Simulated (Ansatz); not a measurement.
The lowest singlet and triplet of CH2S (SMILES C=S); geometries from B3LYP-D3(BJ)/def2-TZVP, each state relaxed from the structure named, with no frequency check.
Singlet at the triplet's geometry (charge 0, multiplicity 1):
```xyz
4

C     -1.02307     0.17327     0.28816
S      0.57840    -0.09254    -0.15456
H     -1.56850     1.00564    -0.13743
H     -1.54745    -0.56463     0.88147
```

A positive gap puts the triplet lower; no zero-point energy. R- takes a restricted singlet. U- takes an unrestricted singlet (broken symmetry where lower, unprojected). The triplet is unrestricted in single-reference levels.

Cores are frozen in the correlated methods.

Codes used: Ansatz (a quantum-chemistry and plane-wave program) with Gaussian orbitals. Values without a source in brackets are computed.

Question: Predict the gap E(singlet) − E(triplet), vertical, at the triplet's geometry from R-SVWN5/def2-TZVPP.

Answer: -163 kJ/mol

Question: What gap E(singlet) − E(triplet), vertical, at the triplet's geometry does U-CCSD/cc-pV(T+d)Z (spin-contaminated) give?

Answer: -151 kJ/mol

Question: Give the gap E(singlet) − E(triplet), vertical, at the triplet's geometry at the level R-MP2/cc-pV(T+d)Z.

Answer: -180 kJ/mol

Doubts at one or more of the structures used: a restricted determinant that unrestricted orbitals would lower (R-MP2/cc-pV(T+d)Z); T1 above 0.05 (U-CCSD/cc-pV(T+d)Z (spin-contaminated)).
